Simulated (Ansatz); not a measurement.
Input file for Ansatz (a quantum-chemistry and plane-wave program): R-CCSD(T)/aug-cc-pVDZ on CH6Ge (SMILES [CH3][GeH3]) with ghost functions, monomers drawn apart or pushed together. The run froze 15 orbitals, filled d shells among them.

Ansatz 0.2 input:
```yaml
crystal:
  periodic: [false, false, false]
  atoms:
    - {symbol: C, position_ang: [-0.25341318, 1.63083710, 0.35151952]}
    - {symbol: Ge, position_ang: [0.36107738, -0.22090226, 0.16455308]}
    - {symbol: H, position_ang: [-0.69388115, 1.75868986, 1.33881518]}
    - {symbol: H, position_ang: [-0.99972265, 1.85843719, -0.40893760]}
    - {symbol: H, position_ang: [0.58377618, 2.31873543, 0.23758930]}
    - {symbol: H, position_ang: [1.41222320, -0.56167803, 1.24248981]}
    - {symbol: H, position_ang: [0.99942652, -0.46636205, -1.21691306]}
    - {symbol: H, position_ang: [-0.81507315, -1.20792001, 0.32634282]}
basis:
  gaussian:
    orbitals: aug-cc-pVDZ
    ghost_atoms:
      - {symbol: O, position_ang: [-1.47129553, -0.32157969, 4.61067764]}
      - {symbol: H, position_ang: [-0.55649245, -0.61598948, 4.67746181]}
      - {symbol: H, position_ang: [-1.91141600, -1.00142544, 4.08890342]}
magnetization: {spin_polarized: false}
correlation: {method: ccsd_t, electrons: outside_noble_gas}
scf: {lower_state_search: off}
```

It printed:

```
WARN ansatz: RAYON_NUM_THREADS=1 ignored (pool sized by the plan → 1); use --threads N
Functional definition: HF
these checks for a lower state are left out or cut short: stability, starts, cluster_reference, orbital_swaps, neighbouring_geometries, increment
integrals: 0.43 GiB planned
1444 factors; integrals over basis functions are off by at most 1.0e-3 eV
mean field: 0.49 GiB planned
mean field evaluation 1: about -57596.1066 eV, gradient 2.6e1 eV
mean field evaluation 2: about -57596.1099 eV, gradient 2.6e1 eV
mean field evaluation 4: about -57598.0457 eV, gradient 2.1e0 eV
mean field evaluation 8: about -57598.0689 eV, gradient 2.9e-4 eV
mean field -57598.06889564 eV, -2116.6899905414 hartree, gradient 1.5e-6 eV, S^2 0.000000; 0 other end points of the search recorded, 0 dependent functions left out
15 core orbitals not correlated
reference -57598.06889564 eV, -2116.6899905414 hartree; 7, 7 occupied and 132, 132 virtual orbitals, 1444 factors
second order -7.26532871 eV of doubles, -0.00000000 eV of singles
coupled cluster: 1.15 GiB planned
cycle   1  -8.10181301 eV  change   -8.4e-1 eV  update   6.6e-2
cycle   2  -8.39999435 eV  change   -3.0e-1 eV  update   2.1e-2
cycle   3  -8.42013886 eV  change   -2.0e-2 eV  update   5.3e-3
cycle   4  -8.41945701 eV  change    6.8e-4 eV  update   1.7e-3
cycle   5  -8.41920549 eV  change    2.5e-4 eV  update   4.9e-4
cycle   6  -8.41915595 eV  change    5.0e-5 eV  update   1.5e-4
cycle   7  -8.41916128 eV  change   -5.3e-6 eV  update   4.1e-5
cycle   8  -8.41916584 eV  change   -4.6e-6 eV  update   1.3e-5
perturbative correction -0.22670338 eV, -0.0083311954 hartree
Total energy: -57606.71476486 eV, -2117.0077203747 hartree
Checks for a lower state left out: stability, starts, cluster_reference, orbital_swaps, neighbouring_geometries, increment
```

The run converged.

Cost: about 15 core-seconds (a rough figure).
